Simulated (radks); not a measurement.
The numbers below are computed, except where a source is named.
Q: Species: Mn+. Configuration: [Ar] 3d3 4s1 4p2 (not the ground configuration). Level of theory: Dirac Kohn-Sham, PBE, spin-unpolarised, spherical densities, finite nucleus; open shells fill j = l - 1/2 first; Fermi nuclear charge, rms radius 3.7057 fm (a radial shooting solver on a logarithmic mesh with Libxc functionals).

Spin-orbit splittings of the eigenvalues, e(l+1/2) - e(l-1/2), with zeta = 2 splitting/(2l+1) and mean radii in bohr:

| shell | occ. | splitting (eV) | zeta (eV) | <r> j=l-1/2 | <r> j=l+1/2 |
|---|---|---|---|---|---|
| 2p | 6 | 10.42 | 6.944 | 0.2452 | 0.2481 |
| 3p | 6 | 1.348 | 0.8984 | 0.8714 | 0.8794 |
| 3d | 3 | 0.1522 | 0.06089 | 1.006 | 1.009 |
| 4p | 2 | ? | ? | 2.935 | 2.958 |

Estimate the 4p splitting.

A: 0.1180 eV (zeta = 0.07867 eV).
